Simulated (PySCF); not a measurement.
**Electric properties by functional and basis**

Species: Ge2H7PSe.
InChI=1S/Ge2H7PSe/c1-4-2-3/h2-3H2,1H3

PySCF, dipoles from the SCF density, polarisabilities from static response with core orbitals frozen. The structure is a single PBE0-D3(BJ)/def2-SVP conformer in the gas phase; no vibrational or solvent corrections. Relativistic effects, spin–orbit coupling among them, are left out although an element past zinc is present.

The anisotropy is √(½[(α1 − α2)² + (α2 − α3)² + (α3 − α1)²]).

```csv
level,μ (D),α (au),anisotropy (au)
LDA/def2-SVPD,0.924,129.40,40.99
PBE/def2-SVPD,0.870,127.07,40.03
B3LYP/def2-SVPD,0.919,124.17,37.92
PBE0/def2-SVPD,0.955,122.81,37.29
BHandHLYP/def2-SVPD,1.009,119.95,35.27
CAM-B3LYP/def2-SVPD,0.984,121.93,36.05
wB97X-D/def2-SVPD,0.993,121.70,35.66
LC-wPBE/def2-SVPD,1.042,118.60,34.28
HF/def2-SVPD,1.133,115.60,31.97
PBE0/6-31G*,1.120,103.00,37.19
PBE0/def2-SVP,0.986,105.32,34.67
PBE0/def2-TZVP,0.909,118.20,38.26
```

The dipole runs from 0.87 D (PBE/def2-SVPD) to 1.13 D (HF/def2-SVPD). No reference polarisability is at hand; against PBE0 in the largest diffuse basis at hand (def2-SVPD) the other PBE0 rows deviate by 6-31G* -16%, def2-SVP -14%, def2-TZVP -4%. In one basis (def2-SVPD) the functionals order the polarisability from HF (lowest) to LDA (highest), a spread of 12%. With PBE0 the polarisability is 108.84 au without diffuse functions (mean of 6-31G*, def2-SVP and def2-TZVP) and 122.81 au with them (def2-SVPD).
